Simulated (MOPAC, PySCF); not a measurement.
F$_{4}$Sn, SMILES `[Sn]([F])([F])([F])[F]`, neutral singlet in the gas phase. 

Cartesian coordinates (Å):
SMILES: [F][Sn]([F])([F])[F]
```xyz
5

F     -1.0211    -1.3488    -0.8119
Sn     0.0000     0.0000     0.0000
F     -0.9399     1.6226    -0.0677
F      0.3304    -0.4572     1.7896
F      1.6307     0.1833    -0.9101
```
Charge 0, spin multiplicity 1.

All levels are single points at this geometry (PBE0-D3(BJ)/def2-TZVP); Pople sets use spherical d functions. Orbital energies aren't observables, and empty levels follow the basis.

```
level                                  HOMO (eV)  LUMO (eV)  gap (eV)  dipole (D)  vertical IE, Delta-SCF (eV)
-------------------------------------  ---------  ---------  --------  ----------  ---------------------------
ωB97X-D3(BJ)/def2-TZVP in PySCF           -15.08      -1.34     13.73        0.00                            –
B3LYP/6-31G* (LANL2DZ on Sn) in PySCF     -11.30      -3.08      8.21        0.00                        14.07
B3LYP/LANL2DZ in PySCF                    -12.15      -4.33      7.82        0.00                            –
BP86/6-31G* (LANL2DZ on Sn) in PySCF       -9.56      -3.87      5.69        0.00                            –
HF/6-31G* (LANL2DZ on Sn) in PySCF        -17.53       0.88     18.41        0.00                        16.78
PM6 in MOPAC                              -14.64      -2.05     12.59        0.00                            –
```
